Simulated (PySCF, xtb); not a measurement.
Hf(OH)3 (H₃HfO₃), SMILES [Hf]([OH])([OH])[OH] (connectivity only; charge and spin as stated), neutral, multiplicity 2. The values are those of a single conformer.

Harmonic wavenumbers (cm⁻¹) from xtb 6.7.1 with GFN2-xTB at its own minimum, in rising order: 87, 95, 116, 160, 318, 332, 466, 486, 519, 547, 553, 608, 3525, 3533, 3535.

### Question
What does PySCF 2.14.0 with B3LYP-D3(BJ)/def2-SVP give at its own minimum? (An estimate is asked for; the answer gives what the named calculation found.)

### Answer
92, 151, 151, 193, 298, 298, 394, 394, 399, 686, 686, 702, 3988, 3988, 3990. Paired by order, the mean absolute difference is 147 cm⁻¹ and the zero-point energies are 21.3 and 23.5 kcal/mol.
